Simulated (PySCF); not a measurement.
## How the method moves the HOMO and LUMO of `BC(=C)OC`

C3H7BO.
Z-matrix (Å and degrees, PBE0-D3(BJ)/def2-SVP geometry), rows numbered from 1:
```
B 
C   1  1.5477
C   2  1.3560  1  117.55
O   2  1.3559  1  125.64  3   179.32
C   4  1.4000  2  118.78  1     1.85
H   1  1.2069  2  123.58  3  -178.27
H   1  1.2065  2  117.28  3     1.50
H   3  1.0893  2  119.94  1    -0.67
H   3  1.0955  2  121.22  1   179.22
H   5  1.0985  4  106.62  2   177.94
H   5  1.1043  4  112.21  2   -63.11
H   5  1.1041  4  112.19  2    59.01
```

Basis pcSseg-2 throughout (PySCF), one geometry. The structure is a single PBE0-D3(BJ)/def2-SVP conformer in the gas phase; no vibrational or solvent corrections.

How do the orbital energies, the gap and the dipole change with the method?

| method | kind | HOMO (eV) | LUMO (eV) | gap (eV) | μ (D) | SCF cycles |
| --- | --- | --- | --- | --- | --- | --- |
| BLYP | GGA | -5.70 | -2.92 | 2.78 | 0.60 | 16 |
| B97-D | GGA | -5.78 | -2.89 | 2.89 | 0.60 | 16 |
| OPBE | GGA | -5.79 | -2.92 | 2.87 | 0.61 | 16 |
| PBE | GGA | -5.84 | -3.08 | 2.76 | 0.61 | 16 |
| KT3 | GGA | -5.88 | -2.96 | 2.92 | 0.56 | 16 |
| KT2 | GGA | -5.89 | -3.05 | 2.84 | 0.56 | 16 |
| BP86 | GGA | -5.93 | -3.14 | 2.78 | 0.60 | 17 |
| LDA | LDA | -6.02 | -3.35 | 2.67 | 0.60 | 15 |
| B97-2 | global hybrid | -6.69 | -2.12 | 4.57 | 0.53 | 14 |
| B3LYP | global hybrid | -6.74 | -2.34 | 4.41 | 0.53 | 14 |
| PBE0 | global hybrid | -6.95 | -2.14 | 4.81 | 0.52 | 14 |
| mPW1PW91 | global hybrid | -6.97 | -2.13 | 4.83 | 0.52 | 14 |
| BHandHLYP | global hybrid | -7.93 | -1.10 | 6.83 | 0.51 | 13 |
| CAM-B3LYP | range-separated hybrid | -8.22 | -1.05 | 7.16 | 0.54 | 13 |
| wB97X-D | range-separated hybrid | -8.73 | -0.30 | 8.42 | 0.55 | 14 |
| HF | Hartree–Fock | -9.38 | 1.34 | 10.72 | 0.58 | 10 |
| LC-wPBE | range-separated hybrid | -9.47 | 0.07 | 9.54 | 0.59 | 14 |

The HOMO spans 3.77 eV, from BLYP down to LC-wPBE, and the gap runs from 2.67 eV (LDA) to 10.72 eV (HF). Over the methods BLYP (0 %), B97-D (0 %), OPBE (0 %), PBE (0 %), KT3 (0 %), KT2 (0 %), BP86 (0 %), LDA (0 %), B97-2 (21 %), B3LYP (20 %), PBE0 (25 %), mPW1PW91 (25 %), BHandHLYP (50 %), HF (100 %), a straight line through the gap against the share of exact exchange rises by 0.79 eV for each 10 % (correlation coefficient 1.000). The dipole ranges from 0.51 D (BHandHLYP) to 0.61 D (PBE). This basis has no diffuse functions.
